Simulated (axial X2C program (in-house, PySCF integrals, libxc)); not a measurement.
# Potential curves of AlTe, without spin–orbit coupling

Computed with an in-house all-electron X2C program for linear molecules (integrals from PySCF). Spin-free means the one-electron spin-free X2C Hamiltonian. Basis: Te dyall-cv3z [11s12p8d4f1g], Al dyall-v3z [8s8p2d1f] (cores contracted in-house); Gaussian nuclei, density fitting, unrestricted open shells. Masses: Te 129.906 u, Al 26.982 u.

State: M_S = 1/2, Λ = 0 (beyond evenly filled blocks: σα). Energies in cm⁻¹ from the fragments at the same level (Te + Al). Fits are polynomials in 1 − R0/R over 0.85 to 1.23 times the lowest point R0.

| R (Å) | BLYP | CCSD(T) | MP2 | HF |
| --- | --- | --- | --- | --- |
| 2.0932 | -17429 |  | -17881 | -7015 |
| 2.1895 | -21734 | -20699 | -22082 | -11008 |
| 2.2616 | -23601 | -22505 | -23753 | -12603 |
| 2.3338 | -24611 | -23400 | -24453 | -13345 |
| 2.4060 | -24968 | -23604 | -24403 | -13482 |
| 2.4902 | -24790 | -23210 | -23674 | -13136 |
| 2.5744 | -24163 | -22353 | -22500 | -12446 |
| 2.6827 | -22945 | -20839 | -20676 | -11264 |
| 2.8150 | -21137 |  | -18296 | -9581 |
| 3.0075 | -18351 |  | -14886 | -6954 |

Correlated methods: 9 electrons correlated (number of frozen shells: Te 4 s, 3 p, 2 d; Al 2 s, 1 p), 219 virtual spin orbitals or spinors in MP2.

The state is a single determinant with fixed occupations, the lowest that a limited PBE0 search found. De is counted from the lowest determinant-based energies of the atoms at the same level, without counterpoise correction. Coupled cluster ran in a truncated set of natural virtual spinors; the MP2 energy of the rest was added. (T) has no such correction and the atoms are truncated less, which lowers De at CCSD(T) by a hundredth of an eV or more. At some level and bond length an empty orbital lies below a filled one. With the outer-core shells frozen, correlated bond lengths of heavy atoms tend to come out a few hundredths of an ångström too long. Spin-free De lacks the spin–orbit lowering of the heavy p-block atom, a tenth of an eV or more for 4p and 5p, up to an eV for 6p and one to two eV for 7p atoms, less what an open-shell molecule gains itself. Coupled cluster ran on the points near the minimum only. MP2 and coupled cluster on one determinant become unreliable at the stretched end.

(1) Fit the BLYP curve near its minimum: give the equilibrium distance, the harmonic wavenumber and the well depth.

(2) What are Re, ωe and De at the CCSD(T) level?

(3) What are Re, ωe and De at the MP2 level?

(4) What are Re, ωe and De at the HF level?

Results:

(1) At BLYP, spin-free: Re = 2.421 Å, ωe ≈ 360 cm⁻¹, De = 3.10 eV to Te + Al; Be follows as 0.129 cm⁻¹.

(2) At CCSD(T), spin-free: Re = 2.395 Å, ωe ≈ 392 cm⁻¹, De = 2.93 eV to Te + Al; Be follows as 0.132 cm⁻¹.

(3) At MP2, spin-free: Re = 2.363 Å, ωe ≈ 437 cm⁻¹, De = 3.04 eV to Te + Al; Be follows as 0.135 cm⁻¹.

(4) At HF, spin-free: Re = 2.390 Å, ωe ≈ 358 cm⁻¹, De = 1.67 eV to Te + Al; Be follows as 0.132 cm⁻¹.
